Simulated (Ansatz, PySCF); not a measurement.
Species: sum formula BN₃H₆ (charge 0, singlet). 
Geometry from a B3LYP-D3(BJ)/def2-TZVP (Ansatz, a quantum-chemistry and plane-wave program) optimisation:
```xyz
10

B      0.0001     0.0000     0.0000
N      1.4250     0.0680    -0.0780
N     -0.6432    -1.2496     0.2579
N     -0.7832     1.1815    -0.1799
H      1.9304     0.9298    -0.1686
H      2.0168    -0.7414    -0.0475
H     -0.1412    -2.0988     0.4402
H     -1.6370    -1.3760     0.2065
H     -0.3870     2.0736    -0.4112
H     -1.7730     1.2132    -0.0198
```
Charge 0, spin multiplicity 1.

Quantity: vertical ionisation energy (to the doublet state of charge +1; each state is the SCF solution reached for its spin; the UHF <S^2> is 0.86 for the doublet (pure: 0.75); for the doublet the Hartree-Fock reference is unstable and T1 is 0.021), in eV. Correlated levels leave the core frozen unless marked. Open shells are spin-unrestricted. Spin-orbit coupling is left out. Non-relativistic.  The program attaches cautions to a run behind CCSD/aug-cc-pVDZ: other roots.

```json
[
 {"level": "HF/aug-cc-pVQZ", "program": "Ansatz", "vertical ionisation energy (eV)": "8.10"},
 {"level": "B3LYP/def2-TZVPD", "program": "Ansatz", "vertical ionisation energy (eV)": "8.85"},
 {"level": "BHLYP/def2-TZVPD", "program": "Ansatz", "vertical ionisation energy (eV)": "8.96"},
 {"level": "wB97X-V/def2-TZVPD", "program": "Ansatz", "vertical ionisation energy (eV)": "9.12"},
 {"level": "RI-MP2/aug-cc-pVTZ", "program": "Ansatz", "vertical ionisation energy (eV)": "9.52"},
 {"level": "CCSD/aug-cc-pVDZ", "program": "Ansatz", "vertical ionisation energy (eV)": "9.03"}
]
```

For comparison, minus the highest occupied orbital energy (PySCF): 5.82 eV at TPSSh/def2-TZVPD, 8.11 eV at M06-2X/def2-TZVPD, 5.38 eV at SVWN5/def2-TZVPD.
